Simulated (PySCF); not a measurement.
**Correlation energy of F³⁺ (fluorine, charge +3)**

[He] 2s2 2p2, high-spin 3P determinant. Calculation: PySCF 2.14, in aug-cc-pwCVDZ (5s4p2d, 27 functions); no relativity, point nucleus. Frozen: nothing; 6 electrons correlated.

```csv
level,correlation energy (mhartree)
CCSD,-116.08
(T),-0.75
CCSD(T),-116.83
CCSDT,-116.95
```

Diagnostics: T1 = 0.0031, D1 = 0.0078, largest double amplitude 0.122.

Question: Is a single reference adequate?

Answer: Mostly. T1 lies below 0.03, but a double amplitude of this size points to a near-degeneracy that CCSD handles and MP2 describes poorly.
